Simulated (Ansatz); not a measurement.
`CO/C=C/[SiH3]` → `C=COC` + `[SiH2]` at 700 K and 1 bar (silylene formation by 1,1-elimination).

Isolated molecules relaxed with PBE0-D4/def2-TZVP in Ansatz; ΔE leaves out vibrations. CBS: MP2 limit from def2 TZ/QZ plus the TZ coupled-cluster correction, frozen cores. This one scheme is used for every species. One conformer a species, not always the lowest.

```
        species  CCSD(T)/CBS energy (Eh)  H − E (kJ/mol)  S (J/(mol·K))
`CO/C=C/[SiH3]`               -483.18381           349.1          468.0
        `C=COC`               -192.89987           283.2          373.9
       `[SiH2]`               -290.19011            56.3          240.4
```

H − E and S are ideal-gas, rigid-rotor, harmonic terms from PBE0-D4/def2-TZVP, for one conformer and one mirror image of each species. 1 Eh = 2625.50 kJ/mol, R = 8.31446 J/(mol·K).

Question: By hand: ΔE, ΔH, ΔS and ΔG.

Answer: ΔE = (-192.89987) + (-290.19011) − (-483.18381) = 0.09383 Eh = 246.4 kJ/mol. Δ(H − E) = 283.2 + 56.3 − 349.1 = -9.6, so ΔH = 236.8 kJ/mol. ΔS = 373.9 + 240.4 − 468.0 = 146.3 J/(mol·K). ΔG = 236.8 − 700 × (146.3)/1000 = 134.4 kJ/mol.

Question: By hand: the equilibrium constant, and the temperature at which ΔG would vanish if ΔH and ΔS stayed fixed.

Answer: log₁₀ K = −ΔG/(RT ln 10) = -10.0. ΔG = 0 at ΔH/ΔS = 1619 K.

The number of gas molecules changes by +1, which sets the sign of ΔS. A doubt of 5 kJ/mol in ΔE shifts log₁₀ K by 0.4 here. Other conformers and mirror images would add mixing entropy, several J/(mol·K) or more a flexible species. These are equilibria of isolated gas molecules and say nothing of rates. Largest T1 diagnostic: 0.014 (customary marks: 0.02 for closed shells, 0.045 for open ones).
